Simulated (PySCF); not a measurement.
# Ionising TlC

UHF; Tl def2-SVP with ECP60, C def2-SVP; scalar-relativistic core potentials (PySCF 2.14). Neutral (UHF): quartet (σ ↑, π ↑↑), Re = 2.340 Å, ωe = 430 cm⁻¹, De = 1.75 eV, HOMO -8.44 eV, LUMO 0.49 eV.

TlC⁺ (UHF): triplet (σ ↑, π ↑), Re = 3.428 Å, ωe = 87.7 cm⁻¹. The energies at the minima are -209.22305 hartree for TlC and -208.97984 for TlC⁺.

(1) Work out the adiabatic ionisation energy, without and with harmonic zero-point energies (1 hartree = 27.2114 eV, 1 eV = 8065.5 cm⁻¹), and the change of the bond length.

Spin–orbit coupling is left out, which matters for elements this heavy, above all for dissociation energies. Hartree–Fock leaves out correlation, which carries a large part of most bond energies and some tenths to 1 eV of ionisation energies. States were picked by a PBE0 search and need not be the measured ground states.

## Answers

(1) At UHF: 0.24321 hartree = 6.618 eV between the minima; the zero-point term (87.7 − 430.0)/2 cm⁻¹ = -0.021 eV makes it 6.597 eV. Re changes by +108.8 pm against the neutral. The electron leaves a π orbital, and the ion is left as a loose complex of an ion and an atom.
